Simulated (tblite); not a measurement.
Species: C₅H₆FNSi.
Geometry (GFN2-xTB, Å), atoms numbered from 1 in this order:
```
atom  x, y, z in Å
C1     2.6811    1.0149    0.6218
C2     1.3963    0.3621    0.5125
C3     0.3270   -0.1748    0.4406
C4    -0.9639   -0.8300    0.3128
C5    -0.7906   -2.0935   -0.3473
N6    -0.6508   -3.0886   -0.8940
Si7   -2.1859    0.2845   -0.6733
F8    -2.3946    1.5822    0.2555
H9     3.4194    0.4779    0.0269
H10    2.6095    2.0398    0.2583
H11    3.0067    1.0294    1.6616
H12   -1.3760   -1.0179    1.3125
H13   -3.4895   -0.3492   -0.7643
H14   -1.5895    0.7625   -1.9057
```

Computed values, GFN2-xTB/tblite, gas phase, harmonic and unscaled. Against measured fundamentals such values can be off by several per cent, at times by over 20. Modes of hydrogen on silicon can be 10 to 20 % off. One conformer, not necessarily the lowest. The optimisation stopped once no atom felt more than 0.01 eV/Å.

Lowest wavenumbers of the output (negative numbers stand for imaginary wavenumbers):
```
mode    cm-1
  1     -20.3
  2      40.1
  3      72.4
  4     103.3
  5     118.1
  6     188.2
  7     249.8
  8     253.9
  9     315.6
 10     343.0
 11     443.2
 12     490.5
 13     521.3
 14     562.9
 15     691.1
```

Task: Is this structure a minimum?

Result: Not by this Hessian. 1 mode is imaginary beyond 20i (20i cm⁻¹), so at this level the point lies at or near a first-order saddle. The curvature is small, so loose convergence or finite differences may be the whole cause.

Task: Which atoms move in the imaginary mode?

Result: 20i: H9 (methyl hydrogen) 33 %, H10 (methyl hydrogen) 33 %, H11 (methyl hydrogen) 32 %. These are shares of the mass-weighted motion.

Task: What is the remedy?

Result: Step along that mode in both directions, optimise again with tighter thresholds and repeat the frequencies. The zero-point energy of this point (56.9 kcal/mol) counts the 35 real modes alone, and thermal corrections from it aren't those of a minimum.
